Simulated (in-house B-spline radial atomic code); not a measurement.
Configurations of Sm4+, with energies counted from [Xe] 4f4. Computed with a radial B-spline atomic code at the basis-set limit: scalar-relativistic (X2C) PBE0, spin-polarised, spherical fractional occupations, exact exchange averaged over the configuration, Fermi nucleus of rms radius 5.0819 fm. Shells without spins written out take the highest spin.

Occupations are held fixed; configurations that lie above the ionisation limit could autoionise.

```json
{"configuration": "[Xe] 4f3 6s1", "E - E(ref) (eV)": "25.937", "highest orbital": "6s up", "its <r> (bohr)": "2.841"}
{"configuration": "[Xe] 4f3 6p1", "E - E(ref) (eV)": "32.363", "highest orbital": "6p up", "its <r> (bohr)": "3.245"}
{"configuration": "[Kr] 4d10 4f4 5s2 5p5 6p1", "E - E(ref) (eV)": "40.047", "highest orbital": "6p up", "its <r> (bohr)": "3.27"}
{"configuration": "[Kr] 4d10 4f4 5s2 5p5 6d1", "E - E(ref) (eV)": "48.463", "highest orbital": "6d up", "its <r> (bohr)": "4.156"}
```

**Question.** Order these further configurations by energy, lowest first.
A. [Kr] 4d9 4f4 5s2 5p6 6s1
B. [Kr] 4d9 4f4 5s2 5p6 6d1
C. [Kr] 4d10 4f4 5s2 5p5 6s1
D. [Kr] 4d9 4f4 5s2 5p6 5d1

**Answer.** C (33.672 eV), D (145.13 eV), A (152.72 eV), B (167.68 eV).
